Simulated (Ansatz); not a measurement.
Al₃O₉H₉, a hydroxylated oxide cluster. Charge 0, multiplicity 1. Geometry r2SCAN-D4/def2-SVP.

Cartesian coordinates in Å:
```
Al -0.125 -1.550 -1.011
Al 1.227 0.658 0.841
Al -1.680 0.617 -0.307
O 1.696 0.261 2.690
O 1.325 -1.295 -1.926
O -0.182 -0.256 0.262
O 2.690 0.031 0.203
O -0.454 -3.190 -0.653
O -3.087 0.392 0.640
O 0.802 2.280 1.219
O -1.291 2.246 -0.760
O -1.607 -0.630 -1.676
H 2.621 -0.040 2.694
H 1.646 1.104 3.175
H 1.712 -2.022 -2.425
H 2.577 -0.429 -0.648
H -1.137 -3.516 -0.063
H -3.623 1.130 0.938
H 0.125 2.675 0.644
H -0.912 2.495 -1.609
H -2.323 -0.963 -2.226
```

Single mean-field runs in def2-TZVP are fitted with def2-universal-jkfit.

(1) Estimate the orbital energies around the gap (eV) in Ansatz with HF/def2-TZVP, PBE-D4/def2-TZVP, revPBE-D4/def2-TZVP, r2SCAN-D4/def2-TZVP, B97M-V/def2-TZVP.

Results:

(1) 
```csv
orbital,HF/def2-TZVP,PBE-D4/def2-TZVP,revPBE-D4/def2-TZVP,r2SCAN-D4/def2-TZVP,B97M-V/def2-TZVP
HOMO−5,-13.18,-7.08,-6.99,-7.45,-7.53
HOMO−4,-12.99,-6.89,-6.79,-7.26,-7.32
HOMO−3,-12.89,-6.78,-6.69,-7.16,-7.22
HOMO−2,-12.81,-6.70,-6.61,-7.08,-7.13
HOMO−1,-12.75,-6.64,-6.55,-7.02,-7.07
HOMO,-12.43,-6.41,-6.32,-6.78,-6.84
LUMO,2.43,-1.33,-1.21,-0.74,-1.15
LUMO+1,2.71,-0.82,-0.72,-0.15,-0.60
LUMO+2,3.35,0.04,0.14,0.70,0.25
LUMO+3,3.91,0.36,0.47,1.02,0.62
LUMO+4,4.09,0.65,0.75,1.30,0.85
LUMO+5,4.56,0.99,1.04,1.84,1.35
```
